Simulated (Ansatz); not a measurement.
The cluster B₈⁺. The state is a doublet with charge 1. Geometry PBE-D4/def2-SVP.

```xyz
8

B     2.740   -0.694    0.319
B     1.341   -0.441   -0.386
B    -1.341    0.441    0.386
B    -1.699    0.215   -1.350
B     1.699   -0.215    1.350
B    -2.740    0.693   -0.319
B     0.211    0.098    0.837
B    -0.211   -0.099   -0.837
```

At r2SCAN-D4/def2-TZVP, PBE0-D4/def2-SVP, CAM-B3LYP-D4/def2-TZVP the charge 1 doublet is spin-contaminated (final ⟨S²⟩ up to 0.94, 0.75 for a pure state). Another isomer (doublet) lies 1.48 eV lower at PBE0-D4/def2-TZVP; other spin states weren't run for this one.

(1) Estimate the α-spin orbital energies around the gap (eV) in Ansatz with PBE-D4/def2-SVP, PBE-D4/def2-TZVP, r2SCAN-D4/def2-TZVP, PBE0-D4/def2-SVP, CAM-B3LYP-D4/def2-TZVP.

Answers

(1) 
| orbital | PBE-D4/def2-SVP | PBE-D4/def2-TZVP | r2SCAN-D4/def2-TZVP | PBE0-D4/def2-SVP | CAM-B3LYP-D4/def2-TZVP |
| --- | --- | --- | --- | --- | --- |
| HOMO−9 | -19.06 | -19.10 | -19.78 | -20.96 | -22.49 |
| HOMO−8 | -16.23 | -16.29 | -16.82 | -17.83 | -19.32 |
| HOMO−7 | -15.84 | -15.87 | -16.30 | -17.29 | -18.69 |
| HOMO−6 | -15.02 | -15.06 | -15.52 | -16.46 | -17.86 |
| HOMO−5 | -13.68 | -13.63 | -13.83 | -14.65 | -15.77 |
| HOMO−4 | -12.81 | -12.78 | -13.03 | -14.05 | -15.36 |
| HOMO−3 | -12.63 | -12.61 | -12.87 | -13.80 | -15.10 |
| HOMO−2 | -12.57 | -12.57 | -12.82 | -13.65 | -14.79 |
| HOMO−1 | -11.97 | -11.93 | -12.02 | -12.70 | -13.56 |
| HOMO | -11.58 | -11.55 | -11.83 | -12.40 | -13.37 |
| LUMO | -10.46 | -10.45 | -10.57 | -9.88 | -8.82 |
| LUMO+1 | -9.43 | -9.43 | -9.41 | -8.63 | -7.42 |
| LUMO+2 | -9.29 | -9.25 | -9.11 | -8.54 | -7.35 |
| LUMO+3 | -8.32 | -8.28 | -8.05 | -7.37 | -6.10 |
| LUMO+4 | -6.95 | -6.92 | -6.64 | -5.98 | -4.73 |
| LUMO+5 | -6.33 | -6.29 | -5.91 | -5.29 | -4.00 |
| β HOMO | -11.85 | -11.81 | -11.93 | -12.55 | -13.42 |
| β LUMO | -10.62 | -10.58 | -10.36 | -9.84 | -8.81 |
